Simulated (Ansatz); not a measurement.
Frontier orbitals of CH6BNSi, SMILES `B[SiH2]N=C`.

Cartesian coordinates in Å:
```
B 0.1263 -1.5338 -1.4063
Si -0.5400 0.1347 -0.5167
N -0.2480 0.1384 1.2061
C 0.4423 1.0008 1.8056
H -0.0183 -1.6560 -2.5881
H 0.6613 -2.4239 -0.8162
H -2.0170 0.2102 -0.7066
H 0.0699 1.3374 -1.1787
H 0.5940 0.9344 2.8895
H 0.9294 1.8578 1.3115
```

The species carries charge 0 and has multiplicity 1. The geometry is a stationary point of PBE0-D4/def2-TZVP. It is one conformer, not always the lowest. Basis def2-TZVPP, Ansatz 0.2.0.

```
functional  HOMO (eV)  LUMO (eV)  gap (eV)
       PBE      -5.75      -3.47      2.28
    r2SCAN      -6.01      -3.10      2.91
      PBE0      -7.13      -2.43      4.70
   r2SCANh      -6.53      -2.75      3.78
   ωB97M-V      -9.47      -0.45      9.02
```

From PBE to PBE0 the HOMO moves by −1.38 eV and the LUMO by +1.04 eV, and with ωB97M-V by −3.72 and +3.01 eV, so the gap grows from 2.28 to 9.01 eV with exact exchange.
